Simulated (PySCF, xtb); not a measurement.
F2H4O3Si2, SMILES O[Si](O)(O)[SiH](F)F. One conformer was computed; it need not be the lowest.

Harmonic wavenumbers (cm⁻¹) from GFN2-xTB (xtb) at its own minimum, in rising order: 24, 97, 116, 175, 177, 219, 254, 262, 282, 292, 316, 346, 495, 619, 682, 774, 791, 805, 809, 826, 866, 918, 948, 2351, 3656, 3694, 3697.

Q: What does PBE-D3(BJ)/def2-SVP (PySCF) give at its own minimum? (Estimate from the structure and the level; the computed values follow.)

A: 27, 70, 88, 174, 187, 226, 235, 294, 310, 329, 338, 372, 469, 737, 773, 789, 795, 801, 817, 862, 905, 931, 949, 2191, 3734, 3736, 3758. Paired by order, the mean absolute difference is 35 cm⁻¹ and the zero-point energies are 35.0 and 35.6 kcal/mol.
